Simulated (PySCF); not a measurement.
Mo(S)2(OH)(Me) (CH₄MoOS₂), SMILES [S]=[Mo]([CH3])(=[S])[OH], multiplicity 1.

Geometry optimised at B3LYP-D3(BJ)/def2-SVP. The spin state was assumed, not searched. The def2 effective core potentials stand for the cores of Mo; spin–orbit coupling is left out. Other conformers were not sampled.

Method: ωB97X/def2-TZVP (PySCF).

The molecule is in vacuum.

- total energy: -980.46387 hartree
- highest occupied level: -9.38 eV
- lowest empty level: -1.14 eV
- orbital gap: 8.24 eV
- dipole moment: 0.575 e·Å
- quadrupole, principal values (traceless, Buckingham form, about the centre of nuclear charge): -7.77, -0.56, 8.34 D·Å
- mean static polarisability: 98.3 bohr³ (14.56 Å³)
- polarisability, principal values: 79.1, 93.3, 122.4 bohr³
